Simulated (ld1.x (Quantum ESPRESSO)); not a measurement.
## What one change does to a pseudopotential (Ag (Z = 47), TM)

ld1.x (Quantum ESPRESSO) 7.5 input, shortened:

```
&input
   title='Ag', zed=47., rel=1, dft='WC', iswitch=3,
   config='[Kr] 4d10 5s0 5p0'
 /
 &inputp
   pseudotype=2, tm=.true., lloc=1,
   nlcc=.true., new_core_ps=.true., rcore=1.25
 /
3
4S  1  0   2.00   0.00  1.30  1.30  0.0
4D  3  2  10.00   0.00  1.85  1.85  0.0
4P  2  1   6.00   0.00  1.50  1.50  0.0
 &test
   configts(1)='4s2 4p6 4d10 5s0 5p0'
 /
```

All-electron outer shells of the reference configuration (Wu–Cohen, scalar-relativistic, ld1.x):

```
shell  level (eV)  outermost node (bohr)  outermost maximum (bohr)
   3d     -366.66                      –                      0.27
   4s     -103.24                   0.44                      0.82
   4p      -66.81                   0.44                      0.87
   4d      -15.65                   0.43                      1.04
   5s      -11.23                   1.11                      2.34
   5p       -6.17                   1.24                      3.08
```

Change: reference 4s2 4p6 4d10 5s1 5p0 (5s counted twice).

Cutoffs: the cutoffs (Ry, on a coarse ladder) from which the occupation-weighted sum of valence levels, in a spherical-Bessel basis at the reference potential, stays within 10 and 1 mRy of its value at 400 Ry; they do not see the model core or the augmentation charge, which bear on the density cutoff. Errors are all-electron minus pseudo energies relative to the spin-unpolarised reference configuration.

Q: What does the change do?

A: The potential gets neither clearly harder nor softer (90 Ry and 140 Ry → 90 Ry and 140 Ry); the miss of the reference levels goes from 0.00 to 0.43 eV; neither file shows a bound ghost. In the changed file ld1.x takes every shell without a wave as core, so the model core holds the 5s electrons as well and exchange and correlation see them twice. This cancels in the reference configuration, but the file is broken for other ones, and its errors say nothing about a proper core correction.

| quantity | base | changed |
| --- | --- | --- |
| cutoff, loose | 90 Ry | 90 Ry |
| cutoff, tight | 140 Ry | 140 Ry |
| bound ghosts | none | none |
| largest miss of a reference level, eV | 0.00 | 0.43 |
| largest error over its own tests, meV | +1062 | -2099 |
| s: phases at 2.00 bohr within 0.05 rad from the reference energy up to (Ry; the scan ends near 5) | -1.5 | -0.9 |
| p: phases at 2.00 bohr within 0.05 rad from the reference energy up to (Ry; the scan ends near 5) | -0.1 | 0.5 |
| d: phases at 2.00 bohr within 0.05 rad from the reference energy up to (Ry; the scan ends near 5) | 3.7 | 4.4 |
